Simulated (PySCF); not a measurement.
CdSe, SMILES [Se]=[Cd].

Geometry optimised at B3LYP-D3(BJ)/def2-TZVP. The def2 effective core potentials stand for the cores of Cd; spin–orbit coupling is left out.

All values below come from TDA-B3LYP/def2-TZVPD run with PySCF.

Vertical excitations; the highest root listed may be one member of a degenerate set.  State labels are in the subgroup C2v.

```
state  symmetry  energy (eV)  λ (nm)      f                                                                main pairs
-----  --------  -----------  ------  -----  ------------------------------------------------------------------------
S1           B2         0.53    2354  0.002                                                HOMO→LUMO (degenerate set)
S2           B1         0.53    2354  0.002                                              HOMO−1→LUMO (degenerate set)
S3           A1         3.67     338  0.047                    HOMO−2→LUMO 51 %, HOMO→LUMO+1 24 %, HOMO−1→LUMO+2 24 %
S4           A2         3.88     319  0.000                                      HOMO→LUMO+2 50 %, HOMO−1→LUMO+1 50 %
S5           A2         3.96     313  0.000                               HOMO−1→LUMO+1, HOMO→LUMO+2 (degenerate set)
S6           A1         3.96     313  0.000                               HOMO−1→LUMO+2, HOMO→LUMO+1 (degenerate set)
S7           B2         5.61     221  0.036                                              HOMO→LUMO+3 (degenerate set)
S8           B1         5.61     221  0.036                                            HOMO−1→LUMO+3 (degenerate set)
S9           A1         6.20     200  1.298  HOMO−2→LUMO 25 %, HOMO→LUMO+5 17 %, HOMO−1→LUMO+4 17 %, HOMO→LUMO+1 14 %
S10          A2         6.47     192  0.000                                      HOMO→LUMO+4 50 %, HOMO−1→LUMO+5 50 %
T3           A1         2.20     563      0                                                          HOMO−2→LUMO 99 %
T4           A1         3.62     343      0                                      HOMO→LUMO+1 49 %, HOMO−1→LUMO+2 49 %
```
Triplets are in the Tamm–Dancoff approximation.
